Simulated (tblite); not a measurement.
cyclo[34]carbon (C34), SMILES c1c#cc#cc#cc#cc#cc#cc#cc#cc#cc#cc#cc#cc#cc#cc#cc#cc#1 at step 15 of a GFN2-xTB optimisation (tblite, gas phase), coordinates in Å:

```
  1 C    -5.853   -3.552   -1.150
  2 C    -5.958   -3.543    0.171
  3 C    -5.892   -3.399    1.407
  4 C    -5.582   -3.152    2.669
  5 C    -5.117   -2.787    3.759
  6 C    -4.443   -2.325    4.790
  7 C    -3.663   -1.807    5.616
  8 C    -2.703   -1.194    6.275
  9 C    -1.715   -0.571    6.696
 10 C    -0.593    0.102    6.907
 11 C     0.465    0.732    6.884
 12 C     1.587    1.385    6.613
 13 C     2.581    1.938    6.128
 14 C     3.560    2.485    5.416
 15 C     4.357    2.884    4.542
 16 C     5.044    3.232    3.481
 17 C     5.520    3.437    2.362
 18 C     5.847    3.556    1.097
 19 C     5.952    3.525   -0.143
 20 C     5.854    3.391   -1.444
 21 C     5.581    3.140   -2.622
 22 C     5.086    2.775   -3.778
 23 C     4.457    2.335   -4.749
 24 C     3.623    1.788   -5.618
 25 C     2.725    1.205   -6.239
 26 C     1.679    0.554   -6.693
 27 C     0.638   -0.077   -6.885
 28 C    -0.486   -0.744   -6.863
 29 C    -1.537   -1.352   -6.610
 30 C    -2.595   -1.948   -6.120
 31 C    -3.512   -2.447   -5.456
 32 C    -4.350   -2.894   -4.550
 33 C    -5.018   -3.221   -3.550
 34 C    -5.541   -3.450   -2.346
```

Task: What are the forces on the atoms (eV/Å)?

Result: 
```
  1 C     0.03    0.02    0.44
  2 C     0.04    0.10    0.11
  3 C     0.12   -0.02   -0.24
  4 C    -0.12   -0.05   -0.47
  5 C     0.07    0.03    0.10
  6 C     0.41    0.27    0.42
  7 C    -0.36   -0.24   -0.46
  8 C     0.10    0.07    0.01
  9 C     0.23    0.10    0.01
 10 C    -0.93   -0.54   -0.08
 11 C     0.91    0.54   -0.13
 12 C    -0.50   -0.30    0.13
 13 C     0.64    0.38   -0.42
 14 C    -0.04   -0.09   -0.18
 15 C    -0.61   -0.28    0.71
 16 C    -0.19   -0.09    0.49
 17 C     0.26    0.13   -0.53
 18 C     0.03   -0.03   -0.42
 19 C    -0.02    0.04    0.43
 20 C     0.12    0.07    0.36
 21 C    -0.02   -0.01   -0.21
 22 C     0.00   -0.01   -0.09
 23 C    -0.39   -0.25   -0.46
 24 C     0.39    0.24    0.37
 25 C    -0.03   -0.01   -0.06
 26 C     0.57    0.35    0.11
 27 C    -0.27   -0.17   -0.13
 28 C    -0.31   -0.18   -0.01
 29 C     0.09    0.06   -0.08
 30 C     0.10    0.05   -0.10
 31 C    -0.21   -0.13    0.17
 32 C    -0.40   -0.18    0.54
 33 C    -0.09   -0.01    0.45
 34 C     0.38    0.16   -0.79
```
